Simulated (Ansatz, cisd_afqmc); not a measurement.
Species: Br2, charge 1, doublet. Br2+ (parent SMILES BrBr, doublet).
B3LYP-D3(BJ)/def2-TZVP minimum from Ansatz (a program for electronic structure):
```
Br
Br 1 2.2221
```
Charge +1, spin multiplicity 2.

Total energies in cc-pVDZ, 13 correlated electrons, 28 frozen orbitals. Open shells are spin-unrestricted; no spin-orbit coupling. Cores are frozen in correlated methods (noble-gas shells, and filled d and f shells in the p block). No relativity. The Monte Carlo rows (phaseless AFQMC, CISD trial, step 0.005/hartree) carry one-sigma bars that omit the constraint's bias. Outlying blocks are dropped, and bars are widened where a walk drifts. Over all cases where full CI ran beside it in this data, AFQMC minus full CI had a median of +0.1 mEh and passed +0.4 mEh in a tenth of the cases. Spin-orbit terms, left out, reach several kcal/mol for Br and I, and more for heavier atoms. The determinant of Br2+ (parent SMILES BrBr, doublet) is a saddle point of the SCF energy; a lower one exists, which strains HF and MP2. The spin of Br2+ (parent SMILES BrBr, doublet) was assumed, and the state is the lowest solution found for it.

```
method         program          energy (Eh)  minus CCSDTQ (mEh)
----------  ----------  -------------------  ------------------
HF              Ansatz          -5144.37683              256.38
MP2             Ansatz          -5144.60304               30.17
CCSD            Ansatz          -5144.62379                9.42
CCSD(T)         Ansatz          -5144.63161                1.60
CCSDT(Q)        Ansatz          -5144.63321                0.00
CCSDTQ          Ansatz          -5144.63321                0.00
AFQMC/CISD  cisd_afqmc  -5144.6321 ± 0.0004           1.1 ± 0.4
```

Rough core times of Ansatz's runs on a shared machine: CCSD(T) 30 s, CCSDT(Q) 40 s, CCSDTQ 10 min.
